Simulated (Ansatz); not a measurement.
Calculated with Ansatz (gas phase, PBE0-D4/def2-TZVP geometries, no zero-point term in ΔE). CBS: MP2 limit from def2 TZ/QZ plus the TZ coupled-cluster correction, frozen cores. This one scheme is used for every species. Functionals use def2-TZVPP. B3LYP here is the variant with VWN-RPA as its local correlation; programs differ in this. HSE06 is defined as in plane-wave codes.

`[SiH3]B1CN1` + H–F → `FB1CN1` + SiH₄  (cleavage of the B–Si bond)

| level | ΔE (kcal/mol) | difference from CCSD(T)/CBS |
| --- | --- | --- |
| BLYP-D4 | -27.8 | -2.6 |
| B97M-V | -29.2 | -4.0 |
| PBE0-D4 | -25.1 | 0.1 |
| HSE06-D4 | -25.1 | 0.1 |
| CAM-B3LYP-D4 | -29.5 | -4.3 |
| BLYP | -29.5 | -4.3 |
| B3LYP | -29.6 | -4.4 |
| r2SCANh | -27.8 | -2.6 |
| CCSD/def2-SVP | -31.9 | -6.7 |
| HF/CBS(def2) | -33.8 | -8.6 |
| CCSD(T)/CBS | -25.2 | 0 |

Largest T1 diagnostic among the species: 0.014.

Leaving LDA and LC-ωPBE aside and taking each functional with its dispersion term where it has one, the values, not all of them listed here, spread over 5.5 kcal/mol, from BHLYP-D4 to revPBE-D4. From BLYP to BHLYP (50 % exact exchange), in def2-TZVPP and without D4, ΔE moves by −1.5 kcal/mol.
